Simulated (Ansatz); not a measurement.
A nudged elastic band was laid between two geometries of B2H4OZn (8 atoms, charge 0, multiplicity 1).

Theory: Ansatz 0.2.0, RKS PBE0/def2-SVPD.

| Quantity | Value |
| --- | --- |
| movable images | 9 |
| climbing image | yes |
| spring | 5.0 eV/Å² |
| optimiser | quadratic models (default) |
| start path | IDPP |
| force threshold | 0.05 eV/Å |
| iteration limit | 49 |
| end points | relaxed |

First end point:

```xyz
8
Properties=species:S:1:pos:R:3
B -0.261 1.658 -0.778
O -0.455 0.540 -0.018
B 0.391 -0.547 0.052
Zn -0.120 -2.146 1.297
H 0.728 1.747 -1.466
H -1.103 2.520 -0.727
H 1.396 -0.482 -0.636
H -0.485 -3.348 2.220
```

Last end point:

```xyz
8
Properties=species:S:1:pos:R:3
B -0.103 1.800 -0.486
O 0.082 0.482 -0.420
B 0.291 -0.842 -0.418
Zn -0.120 -2.024 1.256
H 0.803 2.528 -0.158
H -1.173 2.216 -0.860
H 0.732 -1.290 -1.461
H -0.421 -2.927 2.491
```

Problem. Which bonds break or form, and what moves?

Solution. No bond is made or broken.

Problem. What energy profile does the band end with?

Solution. The run converged. The highest image is number 3 of 0 to 10, 1.6 kJ/mol above the first end and 16.9 kJ/mol above the last; the last end lies 15.2 kJ/mol below the first. A vibrational analysis at the climbing image gives one clearly imaginary mode, 162i cm⁻¹: a first-order saddle point.

```csv
image,path coordinate (Å),energy (kJ/mol)
0,0.00,0.0
1,0.28,0.4
2,0.56,1.2
3,0.84,1.6
4,1.07,1.2
5,1.29,-0.7
6,1.53,-4.2
7,1.76,-8.4
8,1.99,-12.3
9,2.22,-14.6
10,2.46,-15.2
```

Problem. What is the geometry of the highest image?

Solution. 
```xyz
8
Properties=species:S:1:pos:R:3
B -0.199 1.706 -0.705
O -0.422 0.489 -0.144
B 0.321 -0.665 -0.115
Zn -0.116 -2.103 1.338
H 0.921 2.022 -1.032
H -1.144 2.444 -0.836
H 1.177 -0.769 -0.977
H -0.445 -3.181 2.415
```

Problem. What are the harmonic wavenumbers there?

Solution. 162i, 136, 144, 281, 388, 414, 555, 726, 979, 1055, 1060, 1138, 1269, 1394, 1839, 2509, 2560, 2663 cm⁻¹.

Time of the run: 5.3 min on 2 threads of Arm Neoverse V1, with other jobs on the host, peak memory 0.33 GiB.
